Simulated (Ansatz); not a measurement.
Ideal-gas functions of ClH₂O₃Ta, SMILES `[O]=[Ta]([OH])([OH])[Cl]` at 600 K and 1 bar, from an Ansatz frequency run at PBE0-D4/def2-TZVP.

Molar mass 266.41 g/mol, point group Cs (symmetry number 1), electronic degeneracy 1, moments of inertia 155.925, 268.804, 288.057 u Å². Harmonic wavenumbers (cm⁻¹, unscaled): 134, 150, 178, 237, 239, 269, 351, 353, 398, 418, 709, 730, 1017, 3938, 3942.

Use S(trans) = R[1.5 ln M + 2.5 ln T − 1.1517]; rotational temperatures θ = 24.2544 K / I; S(rot) = R[ln(√π/σ · √(T³/θAθBθC)) + 1.5]; for each mode x = 1.438777 ν̃/T, S = R[x/(eˣ − 1) − ln(1 − e⁻ˣ)] and H = RT x/(eˣ − 1); 1 cm⁻¹ = 0.0119627 kJ/mol; R = 8.31446 J/(mol·K).

Task: By hand: the entropy, in J/(mol·K).

Result: Translation 193.0. Rotation: θ = 0.1556, 0.0902, 0.0842 K, giving 125.0. Vibration, mode by mode: 17.79, 16.86, 15.46, 13.12, 13.06, 12.10, 9.99, 9.94, 9.01, 8.63, 4.84, 4.65, 2.70, 0.01, 0.01, in all 138.2. Electronic 0.0. Sum 456.2 J/(mol·K).

Task: By hand: H − E and G − E in kJ/mol, counted from the electronic energy.

Result: Zero-point energy ½ × 13063 × 0.0119627 = 78.1; thermal vibration 40.5; translation, rotation and pV give 4 RT = 20.0. H − E = 138.6 kJ/mol, and G − E = 138.6 − 600 × 456.2/1000 = -135.1 kJ/mol.

Vibration gives 30 % of the entropy, 17.8 J/(mol·K) of it from the mode under 150 cm⁻¹: soft modes count most, and the harmonic formula is weakest for them. The sum counts one conformer and one mirror image; others add a mixing term.
